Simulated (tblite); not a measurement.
Species: C4H10SSi.
Structure used (GFN2-xTB), in Å, numbered top down from 1:
```
atom  x, y, z in Å
C1     2.697    0.273   -0.039
S2     1.511   -1.100   -0.028
C3    -0.009   -0.172   -0.438
C4    -1.218   -1.097   -0.648
Si5   -2.314    0.070    0.397
C6    -0.540    0.721    0.695
H7     3.663   -0.142    0.227
H8     2.738    0.710   -1.034
H9     2.396    1.017    0.693
H10    0.215    0.407   -1.336
H11   -1.048   -2.065   -0.182
H12   -1.457   -1.275   -1.693
H13   -3.021   -0.510    1.535
H14   -3.163    0.973   -0.378
H15   -0.129    0.421    1.657
H16   -0.328    1.780    0.560
```

Method: GFN2-xTB as coded in tblite; computed harmonic values from a numerical Hessian at the method's own geometry, unscaled. Against measured fundamentals such values can be off by several per cent, at times by over 20. Modes of hydrogen on silicon can be 10 to 20 % off. One conformer, not necessarily the lowest.

Harmonic wavenumbers (cm⁻¹): 59.3, 65.5, 138.2, 168.7, 294.2, 319.7, 439.9, 449.0, 490.6, 608.4, 675.5, 690.1, 717.0, 734.8, 763.3, 810.3, 813.8, 944.5, 947.0, 978.6, 1010.1, 1071.9, 1110.7, 1182.3, 1193.4, 1237.6, 1253.8, 1316.3, 1453.0, 1454.8, 1463.7, 1468.2, 2267.4, 2290.3, 2945.1, 2995.6, 3003.4, 3005.1, 3013.9, 3016.7, 3026.2, 3062.3.

A = 5852, B = 1248, C = 1114 MHz; mass 118.027 u (most abundant isotopes); point group C1, symmetry number 1.

Question: Zero-point energy?

Answer: ½Σν̃ = 27475 cm⁻¹ = 328.68 kJ/mol.

Question: Entropy at 298.15 K, 1 bar (ideal gas, RRHO, classical rotation)?

Answer: Translation 168.36, rotation 117.45, vibration 92.81: S = 378.6 J/(mol K).

Question: And Cp and H(298.15 K) − H(0)?

Answer: Cp = 137.24 J/(mol K), of which vibrations give 103.98 (their classical limit is 42 R = 349.2); H(298.15 K) − H(0) = 24.73 kJ/mol without the zero-point energy, 14.81 from vibrations.

Question: How do the functions run with temperature in this model?

Answer: 
```csv
T (K),S (J/(mol K)),Cp (J/(mol K)),H − H(0) (kJ/mol),G − H(0) (kJ/mol),ln q(vib)
150,306.0,81.5,8.60,-37.30,2.28
250,356.1,118.6,18.57,-70.47,4.23
400,424.1,173.4,40.60,-129.06,7.26
600,505.3,226.6,80.97,-222.19,11.37
900,607.5,277.0,157.15,-389.64,17.28
```

q(vib) and H(0) count from the zero-point level.

Question: What must be added to the electronic energy to get the Gibbs energy at 298.15 K and 1 bar?

Answer: ZPE + [H(298.15 K) − H(0)] − T·S = 328.68 + 24.73 − 112.88 = 240.53 kJ/mol.

Question: Blend soft modes into free rotors: weight 1/[1 + (100 cm⁻¹/ν̃)⁴] for the oscillator and the rest for a rotor with moment μB/(μ + B), μ = h/(8π²ν), B = 10⁻⁴⁴ kg m². What vibrational entropy results?

Answer: 84.87 J/(mol K) in place of 92.81, which changes −T·S at 298.15 K by +2.37 kJ/mol.

Hindered rotation and anharmonicity are outside this model. Other conformers, if any are populated, would add a mixing term that is left out. The structure is chiral; the term R ln 2 for an equal mix with its mirror image is left out.

On an Intel Xeon at 2.70 GHz with one thread, no GPU, on a shared host, this took 0.65 s. The figure is for the frequency step alone.
